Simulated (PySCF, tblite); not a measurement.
Isomers of C4H8Cl2Si, one GFN2-xTB conformer each. Single-point energies are computed at PBE0/pcSseg-1 (PySCF, gas phase, no added dispersion term), electronic only.

Question: Rank them by PBE0/pcSseg-1 energy, lowest first (kJ/mol).
A. `[CH2:1]=[CH:2][SiH2:3][C:4]([CH3:5])([Cl:6])[Cl:7]` with C1–C2–Si3–C4 -138°, C2–Si3–C4–C5 59°
B. `[CH3:1]/[C:2](=[CH:3]/[SiH3:4])[CH:5]([Cl:6])[Cl:7]` with C1–C2–C5–Cl6 59°
C. `[Cl:1][CH2:2][SiH2:3][C:4]1([Cl:5])[CH2:6][CH2:7]1` with Cl1–C2–Si3–C4 -68°, C2–Si3–C4–Cl5 -64°
D. `[Cl:1][CH2:2][C@@H:3]([Cl:4])[C@@H:5]1[CH2:6][SiH2:7]1` with Cl1–C2–C3–Cl4 174°, C2–C3–C5–C6 168°
E. `[CH2:1]=[CH:2][SiH2:3][C@@H:4]([Cl:5])[CH2:6][Cl:7]` with C1–C2–Si3–C4 -107°, C2–Si3–C4–Cl5 -72°, Si3–C4–C6–Cl7 57°

Answer: E (0.0), A (0.8), C (2.8), B (12.9), D (28.4).

As drawn, the lowest has a C=C bond outside aromatic rings, which the highest lacks; the highest has a three-membered ring, which the lowest lacks. Neighbours about 10 kJ/mol apart or less (C=C[SiH2][C@@H](Cl)CCl and C=C[SiH2]C(C)(Cl)Cl; C=C[SiH2]C(C)(Cl)Cl and ClC[SiH2]C1(Cl)CC1; ClC[SiH2]C1(Cl)CC1 and C/C(=C/[SiH3])C(Cl)Cl) can change places with a better method, another conformer or zero-point energy. GFN2-xTB itself gives, in the same order: 55.2, 42.4, 19.0, 0.0, 52.3. GFN2-xTB puts C/C(=C/[SiH3])C(Cl)Cl lowest instead; measured from each level's own lowest isomer, the values differ by up to 55.2 kJ/mol (C=C[SiH2][C@@H](Cl)CCl: 55.2 against 0.0).

Which frontier levels, dipoles and rotational constants go with these structures?

```csv
SMILES,"HOMO (eV, PBE0/pcSseg-1)",LUMO (eV),dipole (D),"A, B, C (MHz)"
C=C[SiH2][C@@H](Cl)CCl,-7.99,-0.66,0.68,"1457, 1186, 796.3"
C=C[SiH2]C(C)(Cl)Cl,-7.96,-0.82,2.82,"2190, 928.6, 807.4"
ClC[SiH2]C1(Cl)CC1,-7.89,0.23,1.62,"2094, 902.8, 858.4"
C/C(=C/[SiH3])C(Cl)Cl,-7.94,-1.21,1.85,"1781, 867.4, 837.5"
ClC[C@@H](Cl)[C@@H]1C[SiH2]1,-7.05,-0.12,1.20,"1460, 1268, 707.5"
```

What happens when harmonic zero-point energies from GFN2-xTB frequencies are added?

```csv
SMILES,ZPE (kJ/mol),electronic (kJ/mol),with ZPE (kJ/mol)
C=C[SiH2][C@@H](Cl)CCl,272.9,0.0,1.3
C=C[SiH2]C(C)(Cl)Cl,270.8,0.8,0.0
ClC[SiH2]C1(Cl)CC1,276.4,2.8,7.6
C/C(=C/[SiH3])C(Cl)Cl,266.8,12.9,8.0
ClC[C@@H](Cl)[C@@H]1C[SiH2]1,278.0,28.4,34.9
```

The zero-point energies span 11.2 kJ/mol. C=C[SiH2]C(C)(Cl)Cl becomes the lowest.

As an exercise, what shares would exp(−E/RT) give at 500 K from these electronic energies alone (no entropy, no degeneracies)?

RT = 4.157 kJ/mol: C=C[SiH2][C@@H](Cl)CCl 42.1 %, C=C[SiH2]C(C)(Cl)Cl 34.5 %, ClC[SiH2]C1(Cl)CC1 21.5 %, C/C(=C/[SiH3])C(Cl)Cl 1.9 %, ClC[C@@H](Cl)[C@@H]1C[SiH2]1 under 0.1 %.
